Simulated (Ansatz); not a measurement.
Start from `[NH2][Mo](=[O])(=[O])[OH]` and change one element to get `[NH2][W](=[O])(=[O])[OH]`.

Ansatz, PBE0-D4/def2-TZVP geometries, multiplicity 1. Each molecule was computed in one conformer, which needn't be the lowest.

Elements past krypton have def2 core potentials.

| property | `[NH2][Mo](=[O])(=[O])[OH]` |
| --- | --- |
| HOMO–LUMO gap (B3LYP/def2-TZVPP) / eV | 5.99 |
| ideal-gas entropy at 298 K and 1 bar (rigid rotor, harmonic PBE0-D4/def2-TZVP) / J/(mol·K) | 341 |
| size of the dipole moment (PBE/def2-TZVPP) / D | 3.56 |
| zero-point energy (PBE0-D4/def2-TZVP) / kJ/mol | 118.8 |
| LUMO energy (B3LYP/def2-TZVPP) / eV | -2.22 |
| LUMO energy (PBE0/def2-TZVPP) / eV | -1.97 |

Task: What does the change do to each property? (An estimate is asked.)

Result: The calculation gave: 
```csv
property,`[NH2][W](=[O])(=[O])[OH]`,shift
HOMO–LUMO gap (B3LYP/def2-TZVPP) / eV,6.72,0.73
"ideal-gas entropy at 298 K and 1 bar (rigid rotor, harmonic PBE0-D4/def2-TZVP) / J/(mol·K)",349,8
size of the dipole moment (PBE/def2-TZVPP) / D,3.87,0.31
zero-point energy (PBE0-D4/def2-TZVP) / kJ/mol,118.4,-0.4
LUMO energy (B3LYP/def2-TZVPP) / eV,-1.58,0.64
LUMO energy (PBE0/def2-TZVPP) / eV,-1.33,0.64
```

With PBE0 the HOMO falls by 0.11 eV and the LUMO rises by 0.64 eV, so the gap widens by about 0.75 eV. PBE moves the HOMO by -0.09 eV and ωB97M-V by -0.13 eV. Dipoles are sizes alone; their direction can turn.

B3LYP here is the variant with VWN-RPA as its local correlation; programs differ in this.
